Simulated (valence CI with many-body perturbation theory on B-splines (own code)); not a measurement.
## Nd XLVII: electric-dipole lines

Level of theory: relativistic CI+MBPT: four valence electrons over a frozen Dirac-Fock core [Ne], radial functions for each j: 11 s, 11 p, 9 d, 7 f, 5 g, 2 h, 1 i, with the one-electron correlation potential Σ1, the two-electron term Σ2, the three-electron term Σ3, Breit, model QED; selected CI, second order for the rest (own B-spline code, finite nucleus).

No measured spectrum was set against this ion. As an estimate, large intervals hold to a few tenths of a per cent, small ones and those within an open d or f shell to about a per cent.

Lines 151 to 200 of 238 in falling wavelength, among levels below 47.064 Ry, chosen from the strongest by gf and those to the six lowest levels. Wavelengths and rates use the calculated energies. Electric multipoles are in the length gauge, E1 and E2 with the static RPA response of the core. Weak lines are less certain than strong ones. Lines between different terms over intervals too small for the method are left out, as are lines whose strength nearly cancels. The highest levels of a list are the least certain.

Levels are named by their leading jj configuration (3d3/2^4 stands for four electrons in 3d with j = 3/2), which in mixed levels can hold well under half, so a name can repeat and another be missing. Letters in brackets count levels of one name in rising energy.

| λ vac (nm) | Upper | Lower | A (s⁻¹) | log gf | Branch % |
| --- | --- | --- | --- | --- | --- |
| 4.635 | (3s 3p1/2^2 3p3/2) J=1 | (3s^2 3p1/2^2) J=0 | 1.64e+11 | -0.80 | 85.2 |
| 4.606 | (3s 3p1/2 3p3/2 3d5/2) J=2 [b] | (3s^2 3p1/2 3d3/2) J=1 | 1.46e+11 | -0.63 | 21.5 |
| 4.603 | (3s 3p1/2 3p3/2^2) J=2 [b] | (3s^2 3p1/2 3p3/2) J=2 | 3.48e+11 | -0.26 | 93.3 |
| 4.599 | (3s 3p1/2 3p3/2 3d3/2) J=2 [d] | (3s^2 3p1/2 3d3/2) J=2 | 2.97e+10 | -1.33 | 4.1 |
| 4.588 | (3s 3p1/2 3p3/2 3d5/2) J=1 [b] | (3s^2 3p1/2 3d5/2) J=2 | 6.70e+10 | -1.20 | 27.0 |
| 4.584 | (3p1/2^2 3p3/2^2) J=0 | (3s 3p1/2^2 3p3/2) J=1 | 2.60e+11 | -1.09 | 82.0 |
| 4.522 | (3s 3p1/2 3p3/2 3d3/2) J=2 [a] | (3s 3p1/2^2 3p3/2) J=2 | 2.92e+10 | -1.35 | 17.0 |
| 4.518 | (3s 3p1/2 3p3/2^2) J=1 [a] | (3s^2 3p1/2 3p3/2) J=1 | 2.36e+11 | -0.66 | 90.6 |
| 4.517 | (3s 3p3/2^3) J=1 | (3s^2 3p3/2^2) J=0 | 3.75e+11 | -0.46 | 33.7 |
| 4.512 | (3s 3p1/2 3p3/2 3d3/2) J=3 [c] | (3s^2 3p1/2 3d3/2) J=2 | 4.48e+11 | -0.02 | 96.5 |
| 4.496 | (3s 3p1/2 3p3/2 3d3/2) J=1 [c] | (3s^2 3p1/2 3d3/2) J=2 | 4.66e+11 | -0.37 | 76.5 |
| 4.481 | (3s 3p1/2 3p3/2^2) J=2 [b] | (3s^2 3p1/2 3p3/2) J=1 | 1.16e+10 | -1.76 | 3.1 |
| 4.471 | (3s 3p1/2 3p3/2^2) J=1 [b] | (3s^2 3p1/2 3p3/2) J=2 | 5.33e+11 | -0.32 | 69.5 |
| 4.448 | (3s 3p1/2 3p3/2 3d5/2) J=3 [d] | (3s^2 3p1/2 3d5/2) J=3 | 2.27e+11 | -0.33 | 42.4 |
| 4.434 | (3s 3p1/2 3p3/2 3d5/2) J=1 [c] | (3s^2 3p1/2 3d5/2) J=2 | 9.97e+10 | -1.05 | 29.3 |
| 4.434 | (3s 3p1/2 3p3/2 3d5/2) J=2 [c] | (3s^2 3p1/2 3d5/2) J=3 | 1.18e+11 | -0.76 | 27.8 |
| 4.414 | (3s 3p1/2 3p3/2 3d5/2) J=3 [d] | (3s^2 3p1/2 3d5/2) J=2 | 2.29e+10 | -1.33 | 4.3 |
| 4.400 | (3s 3p1/2 3p3/2 3d5/2) J=2 [c] | (3s^2 3p1/2 3d5/2) J=2 | 4.49e+10 | -1.19 | 10.6 |
| 4.375 | (3s 3p1/2 3p3/2 3d3/2) J=1 [a] | (3s 3p1/2^2 3p3/2) J=2 | 9.12e+09 | -2.11 | 44.4 |
| 4.356 | (3s 3p1/2 3p3/2^2) J=1 [b] | (3s^2 3p1/2 3p3/2) J=1 | 2.17e+11 | -0.73 | 28.3 |
| 4.338 | (3s 3p1/2 3p3/2 3d5/2) J=2 [d] | (3s^2 3p1/2 3d5/2) J=3 | 3.38e+11 | -0.32 | 41.1 |
| 4.323 | (3s 3p1/2 3p3/2 3d5/2) J=1 [a] | (3s^2 3p1/2 3d3/2) J=2 | 1.89e+11 | -0.80 | 39.0 |
| 4.320 | (3s 3p1/2 3p3/2 3d3/2) J=3 [a] | (3s 3p1/2^2 3p3/2) J=2 | 1.40e+10 | -1.56 | 58.4 |
| 4.314 | (3s 3p1/2 3p3/2 3d3/2) J=2 [c] | (3s 3p1/2^2 3p3/2) J=1 | 3.33e+10 | -1.33 | 11.2 |
| 4.309 | (3s 3p1/2 3p3/2 3d3/2) J=2 [b] | (3s 3p1/2^2 3p3/2) J=2 | 1.02e+11 | -0.85 | 41.5 |
| 4.306 | (3s 3p1/2 3p3/2 3d5/2) J=2 [d] | (3s^2 3p1/2 3d5/2) J=2 | 1.03e+11 | -0.85 | 12.5 |
| 4.271 | (3s 3p3/2^3) J=1 | (3s^2 3p3/2^2) J=2 | 7.37e+11 | -0.22 | 66.2 |
| 4.258 | (3s 3p1/2 3p3/2 3d5/2) J=2 [c] | (3s^2 3p1/2 3d3/2) J=1 | 2.05e+10 | -1.56 | 4.8 |
| 4.199 | (3s 3p1/2 3p3/2 3d3/2) J=2 [d] | (3s 3p1/2^2 3p3/2) J=1 | 8.07e+09 | -1.97 | 1.1 |
| 4.193 | (3s 3p1/2 3p3/2 3d3/2) J=1 [b] | (3s 3p1/2^2 3p3/2) J=1 | 1.45e+10 | -1.94 | 2.3 |
| 4.184 | (3s 3p1/2 3p3/2 3d3/2) J=2 [e] | (3s^2 3p1/2 3d3/2) J=2 | 1.70e+11 | -0.65 | 25.6 |
| 4.125 | (3s 3p1/2 3p3/2 3d5/2) J=2 [b] | (3s^2 3p1/2 3d3/2) J=2 | 6.91e+10 | -1.06 | 10.1 |
| 4.113 | (3s 3p1/2 3p3/2 3d3/2) J=1 [c] | (3s 3p1/2^2 3p3/2) J=1 | 8.22e+10 | -1.20 | 13.5 |
| 4.063 | (3s 3p1/2 3p3/2 3d5/2) J=2 [a] | (3s 3p1/2^2 3p3/2) J=1 | 1.19e+09 | -2.83 | 0.6 |
| 4.050 | (3s^2 3d3/2^2) J=2 | (3s^2 3p1/2 3d3/2) J=1 | 8.91e+11 | 0.04 | 58.5 |
| 4.002 | (3s 3p1/2 3p3/2 3d3/2) J=2 [c] | (3s 3p1/2^2 3p3/2) J=2 | 6.01e+10 | -1.14 | 20.2 |
| 3.968 | (3s 3p1/2 3p3/2 3d5/2) J=1 [a] | (3s 3p1/2^2 3p3/2) J=1 | 2.12e+11 | -0.82 | 43.6 |
| 3.961 | (3s 3p1/2 3p3/2 3d3/2) J=3 [b] | (3s 3p1/2^2 3p3/2) J=2 | 4.74e+11 | -0.11 | 93.5 |
| 3.934 | (3s^2 3p3/2 3d3/2) J=3 | (3s^2 3p1/2 3p3/2) J=2 | 6.03e+11 | -0.01 | 99.7 |
| 3.927 | (3s^2 3p3/2 3d3/2) J=2 | (3s^2 3p1/2 3p3/2) J=2 | 7.38e+11 | -0.07 | 67.9 |
| 3.917 | (3s^2 3p3/2 3d3/2) J=1 | (3s^2 3p1/2 3p3/2) J=2 | 9.55e+10 | -1.18 | 10.9 |
| 3.902 | (3s 3p1/2 3p3/2 3d3/2) J=2 [d] | (3s 3p1/2^2 3p3/2) J=2 | 6.63e+11 | -0.12 | 92.6 |
| 3.898 | (3s 3p1/2 3p3/2 3d3/2) J=1 [b] | (3s 3p1/2^2 3p3/2) J=2 | 5.96e+11 | -0.39 | 93.1 |
| 3.852 | (3s 3p1/2 3p3/2 3d3/2) J=0 [b] | (3s 3p1/2^2 3p3/2) J=1 | 4.44e+11 | -1.01 | 62.9 |
| 3.850 | (3s 3p1/2 3p3/2 3d3/2) J=2 [e] | (3s 3p1/2^2 3p3/2) J=1 | 1.56e+11 | -0.76 | 23.5 |
| 3.840 | (3s 3p1/2 3p3/2 3d3/2) J=3 [c] | (3s 3p1/2^2 3p3/2) J=2 | 1.77e+09 | -2.56 | 0.4 |
| 3.838 | (3s^2 3p3/2 3d3/2) J=2 | (3s^2 3p1/2 3p3/2) J=1 | 3.49e+11 | -0.41 | 32.1 |
| 3.829 | (3s^2 3p3/2 3d3/2) J=1 | (3s^2 3p1/2 3p3/2) J=1 | 7.78e+11 | -0.29 | 89.0 |
| 3.828 | (3s 3p1/2 3p3/2 3d3/2) J=1 [c] | (3s 3p1/2^2 3p3/2) J=2 | 1.78e+10 | -1.93 | 2.9 |
| 3.822 | (3s 3p1/2 3p3/2 3d3/2) J=1 [d] | (3s 3p1/2^2 3p3/2) J=1 | 7.06e+11 | -0.33 | 81.5 |

(1) How does gf follow from A for the line at 4.271 nm?

## Answers

(1) gf = 1.4992 × (2J+1)_upper × A / σ², with σ = 2341628 cm⁻¹ and 2J+1 = 3: gf = 0.604.
